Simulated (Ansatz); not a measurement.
Computed with Ansatz on PBE0-D4/def2-TZVP structures; ΔE is electronic, products minus reactants. CCSD(T)/CBS adds triple-zeta CCSD(T) − MP2 to the extrapolated MP2 energy (def2 sets, frozen cores). This one scheme is used for every species. Elements past krypton have def2 core potentials. For In outer-core shells are correlated without core-valence functions, which leaves a few kJ/mol of doubt a bond. One conformer a species, not always the lowest.

`COC` + `C[O][In]([F])[F]` → `CC[O][In]([F])[F]` + CH₃OH  (formal exchange of groups at a C–O bond)

```csv
species,CCSD(T)/CBS(def2) energy (Eh)
`COC`,-154.86276
`C[O][In]([F])[F]`,-504.48097
`CC[O][In]([F])[F]`,-543.74993
CH₃OH,-115.61712
```

Q: Work out ΔE.

A: ΔE = (-543.74993) + (-115.61712) − (-154.86276) − (-504.48097) = -0.02332 Eh = -14.6 kcal/mol.

Largest T1 diagnostic among the species: 0.017.

In def2-TZVPP, CCSD(T) changes the Hartree–Fock value by −3.3 kcal/mol (the triples alone add −0.3 kcal/mol) and MP2 by −4.1 kcal/mol. The D4 term adds −0.9 kcal/mol with B3LYP and −0.5 kcal/mol with PBE0; it sums over pairs of atoms, weighted by their polarisabilities, and B3LYP, whose exchange is more repulsive, gets the larger term.

B3LYP here is the variant with VWN-RPA as its local correlation; programs differ in this.
